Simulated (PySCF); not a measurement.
Species: C4H12Si2.
Z-matrix (Å and degrees, PBE0-D3(BJ)/def2-SVP geometry), rows numbered from 1:
```
Si
C   1  1.8799
Si  2  1.8828  1  115.61
C   3  1.8666  2  111.84  1  -177.54
C   4  1.5110  3  119.93  2    83.04
C   5  1.4925  4   60.35  3   109.81
H   1  1.4958  2  110.48  3   -60.43
H   1  1.4959  2  110.45  3    59.26
H   1  1.4964  2  111.12  3   179.38
H   2  1.1041  1  108.49  3   122.26
H   2  1.1040  1  108.71  3  -122.03
H   3  1.4996  2  109.52  1   -58.52
H   3  1.4981  2  109.19  1    59.62
H   4  1.0966  3  115.37  2   -61.61
H   5  1.0950  4  118.38  6  -107.97
H   5  1.0935  4  117.82  6   108.50
H   6  1.0947  4  118.35  5   108.06
H   6  1.0934  4  117.73  5  -108.54
```

Level: B3LYP/def2-SVPD in PySCF, non-relativistic, on one gas-phase PBE0-D3(BJ)/def2-SVP geometry that isn't relaxed in the solvent. The solvent is an IEF-PCM continuum (van der Waals radii × 1.2), and excitations are vertical TDDFT with non-equilibrium linear response and a frozen core. The model holds no explicit solvent molecules, cavitation or dispersion.

```csv
run,E − E(gas) (kJ/mol),HOMO (eV),HOMO–LUMO gap (eV),dipole (D),lowest singlet (eV),static polarisability (au)
gas,0.00,-7.86,7.97,1.54,7.14,103.1
P,-2.57,-7.78,7.96,1.72,7.13,115.7
Q,-4.79,-7.73,7.96,1.89,7.14,127.8
```

The runs were made in chloroform and cyclohexane. Which run belongs to which solvent?

P = cyclohexane, Q = chloroform. The dielectric constants are 2.017 (cyclohexane), 4.711 (chloroform), and the energy falls further as ε rises. The optical constants n² used for the excitations are 2.04, 2.09 in the same order. In this model the ground state sees the solvent through ε alone.

How constant is the ratio of the lowering to (ε − 1)/(2ε + 1)?

```
    solvent  (ε − 1)/(2ε + 1)  E − E(gas) (kJ/mol)  ratio (kJ/mol)  polarisation term (kJ/mol)
cyclohexane             0.202                -2.57           -12.7                       -2.70
 chloroform             0.356                -4.79           -13.5                       -5.27
```

The ratio changes by +5.6 % in size from cyclohexane to chloroform. The polarisation term is half the interaction of the solute with the induced surface charges.
